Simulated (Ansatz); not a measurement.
Gas-phase reaction in SMILES: F[As](F)F [trifluoroarsane] + 3 [H][H] (H2) → [AsH3] (AsH3) + 3 F (HF)
Structures are relaxed separately at B3LYP-D3(BJ)/def2-TZVP in Ansatz (a quantum-chemistry and plane-wave program).

Quantity: energy of full hydrogenation (electronic energy difference), in eV. Correlated levels leave the core frozen unless marked. Spin-orbit coupling is left out. The frozen core is the preceding noble-gas configuration, with the filled d and f shells of earlier blocks. No relativistic terms. Basis-set limits of correlation are two-point, X^-3; Hartree-Fock from the larger set. The bracket is a focal-point correction in the basis named.

```tsv
level	program	energy of full hydrogenation (eV)
B97M-V/def2-TZVPD	Ansatz	0.68
B3LYP-D4/def2-TZVPD	Ansatz + dftd4	0.62
PBE0/def2-TZVPD	Ansatz	[?]
HSE06-D4/def2-TZVPD	Ansatz + dftd4	0.29
SCS-MP2/aug-cc-pVTZ	Ansatz	0.62
CCSD/STO-3G	Ansatz	1.16
RI-MP2/CBS(aug-cc-pVTZ,aug-cc-pVQZ)+[CCSD(T)-MP2]/aug-cc-pVTZ	Ansatz	[?]
```

**Question.** Fill in the missing entries.

**Answer.** 
- PBE0/def2-TZVPD, energy of full hydrogenation (eV): 0.27
- RI-MP2/CBS(aug-cc-pVTZ,aug-cc-pVQZ)+[CCSD(T)-MP2]/aug-cc-pVTZ, energy of full hydrogenation (eV): 0.49
